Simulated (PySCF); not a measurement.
C3H6GeO. Atoms are numbered in the order given.

```xyz
11

C     -0.5818     2.4402     0.0000
C      0.0261     1.0809     0.0000
C      1.3207     0.6471     0.0000
O      1.4545    -0.7185     0.0000
Ge    -0.4484    -0.8093     0.0000
H     -1.2219     2.6187    -0.8913
H     -1.2219     2.6187     0.8913
H      0.2072     3.2216     0.0000
H      2.2589     1.2366     0.0000
H     -0.9505    -1.5301    -1.2804
H     -0.9505    -1.5301     1.2804
```

The structure is a stationary point at PBE-D3(BJ)/def2-SVP. This is a generated structure with no PubChem entry under its InChIKey; it may be hypothetical.

Calculation: PBE0/pcSseg-1 in PySCF.

GIAO shieldings, no solvent; atoms alike by connectivity are averaged. δ = σ(ref) − σ: ¹³C against TMS (σ = 186.3 ppm); ¹⁷O against H2O (σ = 334.2 ppm); ⁷³Ge against GeH4 (σ = 1658.3 ppm); ¹H against TMS (σ = 31.56 ppm), references at their B3LYP-D3(BJ)/def2-TZVP geometries, non-relativistic.

Computed chemical shifts:
| nucleus | atoms | count | δ (ppm) |
|---|---|---|---|
| ¹³C | C3 | 1 | 177.7 |
| ¹³C | C2 | 1 | 116.6 |
| ¹³C | C1 | 1 | 17.8 |
| ¹⁷O | O4 | 1 | 150.2 |
| ⁷³Ge | Ge5 | 1 | 381.7 |
| ¹H | H9 | 1 | 7.69 |
| ¹H | H10, H11 | 2 | 6.61 |
| ¹H | H6, H7, H8 | 3 | 2.37 |
